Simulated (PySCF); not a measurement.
Isomers of C7H16FNSi. Method used: PBE0-D3(BJ)/def2-SVP geometry optimisation, gas phase (PySCF 2.14.0). One conformer each; no zero-point energy, no entropy. No frequencies were run at this level. Point groups hold within 0.08 Å.

Task: Order them by energy at this level, lowest first, and give relative energies in kcal/mol.
A. `[CH3:1][C@@H:2]([CH2:3][F:4])[C@H:5]1[CH2:6][CH2:7][N:8]([SiH3:9])[CH2:10]1` with C1–C2–C3–F4 -172°, C1–C2–C5–C6 59°, C2–C5–C6–C7 162°, C5–C6–C7–N8 -21°, C6–C7–N8–Si9 -178°, C7–N8–C10–C5 27°
B. `[CH3:1][CH2:2][Si@@H:3]([F:4])[N:5]([CH3:6])[CH2:7][CH:8]1[CH2:9][CH2:10]1` with C1–C2–Si3–F4 58°, C2–Si3–N5–C6 151°, Si3–N5–C7–C8 122°, N5–C7–C8–C9 91°
C. `[CH3:1][CH:2]([CH3:3])[Si@@:4]1([CH3:5])[NH:6][CH2:7][CH2:8][C@@H:9]1[F:10]` with C1–C2–Si4–C5 -74°, C2–Si4–N6–C7 116°, Si4–N6–C7–C8 -23°, N6–C7–C8–C9 41°, C7–C8–C9–F10 75°
D. `[CH3:1][CH2:2][CH2:3][Si@@H:4]([NH:5][CH3:6])[C@H:7]1[CH2:8][C@@H:9]1[F:10]` with C1–C2–C3–Si4 -179°, C2–C3–Si4–N5 -177°, C3–Si4–N5–C6 170°, C3–Si4–C7–C8 82°
E. `[CH3:1][C@@H:2]([CH2:3][F:4])[C@@H:5]1[CH2:6][CH2:7][N:8]([SiH3:9])[CH2:10]1` with C1–C2–C3–F4 -56°, C1–C2–C5–C6 175°, C2–C5–C6–C7 -160°, C5–C6–C7–N8 23°, C6–C7–N8–Si9 176°, C7–N8–C10–C5 -24°

Result: B (0.0), C (9.1), A (31.8), E (32.0), D (38.2).

As drawn, the lowest has an Si–F bond, which the highest lacks; the highest has an N–H bond, which the lowest lacks. Neighbours under 2.5 kcal/mol apart (C[C@@H](CF)[C@H]1CCN([SiH3])C1 and C[C@@H](CF)[C@@H]1CCN([SiH3])C1) can change places with a better method, another conformer or zero-point energy. C[C@@H](CF)[C@H]1CCN([SiH3])C1 and C[C@@H](CF)[C@@H]1CCN([SiH3])C1 are stereoisomers, 0.2 kcal/mol apart in the conformers taken.

```tsv
SMILES	E (Eh)	E rel (kcal/mol)	dipole (D)	point group	A, B, C (MHz)
CC[Si@@H](F)N(C)CC1CC1	-719.52384	0.0	2.11	C1	1899, 566.9, 488.1
CC(C)[Si@@]1(C)NCC[C@@H]1F	-719.50934	9.1	1.50	C1	1602, 827.5, 746.5
C[C@@H](CF)[C@H]1CCN([SiH3])C1	-719.47321	31.8	2.85	C1	1860, 630.6, 490.6
C[C@@H](CF)[C@@H]1CCN([SiH3])C1	-719.47287	32.0	0.93	C1	2910, 475.4, 422.1
CCC[Si@@H](NC)[C@H]1C[C@@H]1F	-719.46297	38.2	1.74	C1	1335, 649.6, 459.5
```

Task: How do the relative energies change in single points at PBE0/pcSseg-1 (no added dispersion term) on the same geometries?

Result: 
```tsv
SMILES	PBE0-D3(BJ)/def2-SVP (kcal/mol)	PBE0/pcSseg-1 (kcal/mol)	shift
CC[Si@@H](F)N(C)CC1CC1	0.0	0.0	0.0
CC(C)[Si@@]1(C)NCC[C@@H]1F	9.1	10.1	+1.0
C[C@@H](CF)[C@H]1CCN([SiH3])C1	31.8	34.5	+2.7
C[C@@H](CF)[C@@H]1CCN([SiH3])C1	32.0	34.5	+2.5
CCC[Si@@H](NC)[C@H]1C[C@@H]1F	38.2	38.4	+0.2
```

Each column counts from its own lowest isomer. The order is unchanged; the largest shift is 2.7 kcal/mol.
